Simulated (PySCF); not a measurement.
PySCF input file for C₅H₆O, SMILES C#CC(OC)=C, TDA-PBE/def2-SVPD. Geometry: B3LYP-D3(BJ)/def2-SVP. One conformer was computed; it need not be the lowest.

```python
import numpy as np
from pyscf import gto, scf, dft, tdscf

mol = gto.M(
    atom='''
    C     1.12053123    2.00190657    0.00000000
    C     0.30962730    1.09872685   -0.00000000
    C    -0.64706160    0.02730900   -0.00000000
    C    -1.97384005    0.26177615    0.00000000
    O    -0.19374341   -1.25792540   -0.00000000
    C     1.19878982   -1.50343712    0.00000000
    H     1.83087741    2.80704226   -0.00000001
    H    -2.35114299    1.28289383    0.00000000
    H    -2.67455282   -0.57492365    0.00000000
    H     1.31649547   -2.59528147   -0.00000001
    H     1.68999500   -1.08700828    0.89589638
    H     1.68999500   -1.08700828   -0.89589639
    ''',
    basis='def2-SVPD',
    charge=0,
    spin=0,
    symmetry=True,
    max_memory=1600,
    verbose=4,
)
mf = dft.RKS(mol, xc='pbe').density_fit(auxbasis='def2-universal-jkfit')
mf.grids.level = 3
mf.conv_tol = 1e-9
mf.max_cycle = 100
mf.kernel()
mf.grids = dft.Grids(mol).set(level=1).build(with_non0tab=True)  # coarser grid for the response kernel
td = tdscf.TDA(mf)
td.singlet = True
td.nstates = 10
td.conv_tol = 1e-4
td.positive_eig_threshold = 1e-6
td.kernel(x0=td.get_init_guess(mf, 15))
td.analyze()
tt = tdscf.TDA(mf)
tt.singlet = False
tt.nstates = 4
tt.conv_tol = 1e-4
tt.positive_eig_threshold = 1e-6
tt.kernel(x0=tt.get_init_guess(mf, 9))
tt.analyze(verbose=3)
```

Output:

```
PySCF version 2.14.0

[INPUT] verbose = 4
[INPUT] num. atoms = 12
[INPUT] num. electrons = 44
[INPUT] charge = 0
[INPUT] spin (= nelec alpha-beta = 2S) = 0
[INPUT] symmetry True subgroup None
[INPUT] Mole.unit = angstrom
[INPUT] Symbol           X                Y                Z      unit          X                Y                Z       unit  Magmom
[INPUT]  1 C      1.120531230000   2.001906570000   0.000000000000 AA    2.117497138722   3.783055144267   0.000000000000 Bohr   0.0
[INPUT]  2 C      0.309627300000   1.098726850000   0.000000000000 AA    0.585110797689   2.076292832206   0.000000000000 Bohr   0.0
[INPUT]  3 C     -0.647061600000   0.027309000000   0.000000000000 AA   -1.222769209723   0.051606530736   0.000000000000 Bohr   0.0
[INPUT]  4 C     -1.973840050000   0.261776150000   0.000000000000 AA   -3.730017108198   0.494685229443   0.000000000000 Bohr   0.0
[INPUT]  5 O     -0.193743410000  -1.257925400000   0.000000000000 AA   -0.366121983339  -2.377134491134   0.000000000000 Bohr   0.0
[INPUT]  6 C      1.198789820000  -1.503437120000   0.000000000000 AA    2.265384440717  -2.841084402305   0.000000000000 Bohr   0.0
[INPUT]  7 H      1.830877410000   2.807042260000  -0.000000010000 AA    3.459856872553   5.304541091480  -0.000000018897 Bohr   0.0
[INPUT]  8 H     -2.351142990000   1.282893830000   0.000000000000 AA   -4.443016330791   2.424317985594   0.000000000000 Bohr   0.0
[INPUT]  9 H     -2.674552820000  -0.574923650000   0.000000000000 AA   -5.054172335483  -1.086448241035   0.000000000000 Bohr   0.0
[INPUT] 10 H      1.316495470000  -2.595281470000  -0.000000010000 AA    2.487815882531  -4.904371194459  -0.000000018897 Bohr   0.0
[INPUT] 11 H      1.689995000000  -1.087008280000   0.895896380000 AA    3.193627701884  -2.054147944335   1.692998794189 Bohr   0.0
[INPUT] 12 H      1.689995000000  -1.087008280000  -0.895896390000 AA    3.193627701884  -2.054147944335  -1.692998813087 Bohr   0.0

nuclear repulsion = 207.351997315479
point group symmetry = Cs
symmetry origin: [-4.29483237e-10 -3.86534885e-09 -1.28844962e-09]
symmetry axis x: [ 1.00000000e+00  1.17161046e-08 -7.46584420e-10]
symmetry axis y: [ 1.17161046e-08 -1.00000000e+00 -1.16273575e-10]
symmetry axis z: [ 7.46584421e-10 -1.16273798e-10  1.00000000e+00]
num. orbitals of irrep A' = 118
num. orbitals of irrep A" = 53
number of shells = 73
number of NR pGTOs = 243
number of NR cGTOs = 171
basis = def2-SVPD
ecp = {}


[settings echo left out]
init E= -269.244379662526
HOMO (A") = -0.278368836191859  LUMO (A") = -0.121080723862704  gap/eV = 4.28003
cycle= 1 E= -268.641517513729  delta_E= 0.603  |g|= 0.641  |ddm|= 11.7
HOMO (A") = -0.103344541517586  LUMO (A") = -0.0101714003281687  gap/eV = 2.53537
cycle= 2 E= -268.472905349716  delta_E= 0.169  |g|=  1.1  |ddm|= 3.47
HOMO (A") = -0.192949609028024  LUMO (A") = -0.0524705259354907  gap/eV = 3.82263
cycle= 3 E= -268.725495072203  delta_E= -0.253  |g|= 0.216  |ddm|= 1.77
HOMO (A") = -0.198531337024755  LUMO (A") = -0.0645272077752017  gap/eV = 3.64644
cycle= 4 E= -268.735124205755  delta_E= -0.00963  |g|= 0.0767  |ddm|= 0.447
HOMO (A") = -0.200015990264712  LUMO (A") = -0.0645715092957763  gap/eV = 3.68563
cycle= 5 E= -268.73566149937  delta_E= -0.000537  |g|= 0.0608  |ddm|= 0.152
HOMO (A") = -0.197715264199989  LUMO (A") = -0.0621173777657079  gap/eV = 3.68981
cycle= 6 E= -268.736617645347  delta_E= -0.000956  |g|= 0.00917  |ddm|= 0.0839
HOMO (A") = -0.197690576320651  LUMO (A") = -0.0621674683990071  gap/eV = 3.68777
cycle= 7 E= -268.736626682793  delta_E= -9.04e-06  |g|= 0.00648  |ddm|= 0.0177
HOMO (A") = -0.197721658973483  LUMO (A") = -0.0622867408330959  gap/eV = 3.68537
cycle= 8 E= -268.736638441367  delta_E= -1.18e-05  |g|= 0.00143  |ddm|= 0.0101
HOMO (A") = -0.19782812450326  LUMO (A") = -0.0623539863299158  gap/eV = 3.68644
cycle= 9 E= -268.73663903253  delta_E= -5.91e-07  |g|= 0.000264  |ddm|= 0.00296
HOMO (A") = -0.197810954550493  LUMO (A") = -0.0623358363438293  gap/eV = 3.68647
cycle= 10 E= -268.736639050669  delta_E= -1.81e-08  |g|= 3.48e-05  |ddm|= 0.000515
HOMO (A") = -0.197812916668895  LUMO (A") = -0.0623378829940908  gap/eV = 3.68646
cycle= 11 E= -268.736639050977  delta_E= -3.08e-10  |g|= 1.16e-05  |ddm|= 0.000101
HOMO (A") = -0.197813363973131  LUMO (A") = -0.0623374500642041  gap/eV = 3.68649
Extra cycle  E= -268.736639050939  delta_E= 3.83e-11  |g|= 1.64e-05  |ddm|= 5.19e-05
converged SCF energy = -268.736639050939
tot grids = 45912
Overwritten attributes  positive_eig_threshold  of <class 'pyscf.tdscf.rks.TDA'>


******** <class 'pyscf.tdscf.rks.TDA'> for <class 'pyscf.df.df_jk.DFSymAdaptedRKS'> ********
nstates = 10 singlet
deg_eia_thresh = 1.000e-03
wfnsym = None
conv_tol = 0.0001
eigh lindep = 1e-12
eigh level_shift = 0
eigh max_cycle = 100


Excitation energies (eV)
[4.8127431  5.16851967 5.54561219 5.57535333 6.01829104 6.17602316
 6.34120716 6.58545667 6.72584877 6.9387026 ]

** Singlet excitation energies and oscillator strengths **
Excited State   1:   A"      4.81274 eV    257.62 nm  f=0.0000
      22 -> 24        0.70635
Excited State   2:   A'      5.16852 eV    239.88 nm  f=0.2427
      18 -> 23        0.12173
      20 -> 23       -0.19699
      22 -> 23       -0.62513
      22 -> 29        0.14899
Excited State   3:   A"      5.54561 eV    223.57 nm  f=0.0002
      21 -> 23       -0.70491
Excited State   4:   A"      5.57535 eV    222.38 nm  f=0.0043
      22 -> 25       -0.70629
Excited State   5:   A'      6.01829 eV    206.01 nm  f=0.0711
      20 -> 23       -0.60632
      21 -> 24       -0.32303
      22 -> 23        0.13835
Excited State   6:   A"      6.17602 eV    200.75 nm  f=0.0005
      22 -> 26       -0.70257
Excited State   7:   A"      6.34121 eV    195.52 nm  f=0.0113
      22 -> 27        0.70321
Excited State   8:   A"      6.58546 eV    188.27 nm  f=0.0002
      19 -> 23        0.70164
Excited State   9:   A"      6.72585 eV    184.34 nm  f=0.0000
      20 -> 24       -0.69967
Excited State  10:   A"      6.93870 eV    178.68 nm  f=0.0001
      22 -> 28        0.70615

** Transition electric dipole moments (AU) **
state          X           Y           Z        Dip. S.      Osc.
  1        -0.0000      0.0000      0.0022      0.0000      0.0000
  2         1.3831      0.0588     -0.0000      1.9164      0.2427
  3         0.0000     -0.0000      0.0369      0.0014      0.0002
  4         0.0000      0.0000     -0.1785      0.0318      0.0043
  5        -0.5125     -0.4686      0.0000      0.4822      0.0711
  6        -0.0000     -0.0000      0.0569      0.0032      0.0005
  7        -0.0000     -0.0000     -0.2701      0.0730      0.0113
  8         0.0000      0.0000     -0.0345      0.0012      0.0002
  9         0.0000      0.0000     -0.0088      0.0001      0.0000
 10         0.0000      0.0000      0.0282      0.0008      0.0001

** Transition velocity dipole moments (imaginary part, AU) **
state          X           Y           Z        Dip. S.      Osc.
  1         0.0000      0.0000     -0.0318      0.0010      0.0038
  2         0.0329      0.0142     -0.0000      0.0013      0.0045
  3         0.0000     -0.0000      0.0074      0.0001      0.0002
  4         0.0000     -0.0000     -0.0235      0.0006      0.0018
  5        -0.0090     -0.0226      0.0000      0.0006      0.0018
  6         0.0000     -0.0000      0.0125      0.0002      0.0005
  7        -0.0000     -0.0000     -0.0741      0.0055      0.0157
  8         0.0000     -0.0000     -0.0160      0.0003      0.0007
  9        -0.0000     -0.0000      0.0040      0.0000      0.0000
 10         0.0000     -0.0000      0.0028      0.0000      0.0000

** Transition magnetic dipole moments (imaginary part, AU) **
state          X           Y           Z
  1        -0.1981     -0.1130     -0.0000
  2        -0.0000     -0.0000      0.0484
  3        -0.1787     -0.2876      0.0000
  4        -0.2138      0.2106     -0.0000
  5         0.0000      0.0000     -0.0504
  6        -0.0131     -0.4647     -0.0000
  7         0.2927      0.1596     -0.0000
  8        -0.2123      0.3214      0.0000
  9        -0.0232     -0.0609      0.0000
 10         0.1985     -0.0660     -0.0000


******** <class 'pyscf.tdscf.rks.TDA'> for <class 'pyscf.df.df_jk.DFSymAdaptedRKS'> ********
nstates = 4 triplet
deg_eia_thresh = 1.000e-03
wfnsym = None
conv_tol = 0.0001
eigh lindep = 1e-12
eigh level_shift = 0
eigh max_cycle = 100


Excitation energies (eV)
[3.04255837 4.6124152  5.03165828 5.2190739 ]

** Triplet excitation energies and oscillator strengths **
Excited State   1:   A'      3.04256 eV    407.50 nm  f=0.0000
Excited State   2:   A"      4.61242 eV    268.81 nm  f=0.0000
Excited State   3:   A'      5.03166 eV    246.41 nm  f=0.0000
Excited State   4:   A"      5.21907 eV    237.56 nm  f=0.0000
```

The run converged.

Cost: roughly 60 core-seconds.
